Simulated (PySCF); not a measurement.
**Configurations of TmP**

Unrestricted PBE0; Tm x2c-SVPall, P x2c-SVPall; spin-free X2C with a Gaussian nucleus (PySCF 2.14). The search starts from ions with several 4f fillings and holds each by maximum overlap.

The lowest solution of each spin and filling, followed along the bond (rough minima from three points):

```csv
2Ms+1,4f population,⟨S²⟩ at the start,R at minimum (Å),Te (eV)
5,12.60,6.02,2.82,0.00
1,12.85,1.11,2.55,0.01
```

Solutions at the starting distance of 2.337 Å, counted from the lowest; the search is not exhaustive:

| 2Ms+1 | 4f population | E (eV) | ⟨S²⟩ | ⟨Lz²⟩ | μ (D) |
| --- | --- | --- | --- | --- | --- |
| 3 | 12.86 | 0.00 | 2.13 | 5.0 | -6.39 |
| 3 | 12.86 | 0.00 | 2.13 | 5.1 | -6.40 |
| 1 | 12.85 | 0.04 | 1.11 | 5.0 | -6.35 |
| 1 | 12.76 | 0.12 | 1.18 | 7.6 | -6.19 |
| 1 | 12.91 | 0.34 | 1.14 | 1.7 | -6.53 |
| 3 | 12.52 | 0.44 | 2.01 | 4.0 | -7.71 |
| 5 | 12.60 | 0.51 | 6.02 | 5.6 | -4.18 |
| 5 | 12.46 | 0.56 | 6.01 | 5.0 | -4.90 |
| 5 | 12.32 | 0.58 | 6.01 | 8.2 | -5.15 |
| 1 | 12.83 | 0.58 | 1.13 | 4.0 | -7.90 |
| 3 | 12.75 | 0.68 | 3.02 | 4.6 | -4.03 |

Partly filled real f orbitals mix terms, so no term symbols are given. A population far from a whole number shows f orbitals mixing with d and ligand orbitals, not a clean configuration. A positive dipole means Tm(−)P(+).

Spin–orbit coupling is left out. The state is the lowest single determinant that the PBE0 search found; with open d or f shells the true ground state can be another one.
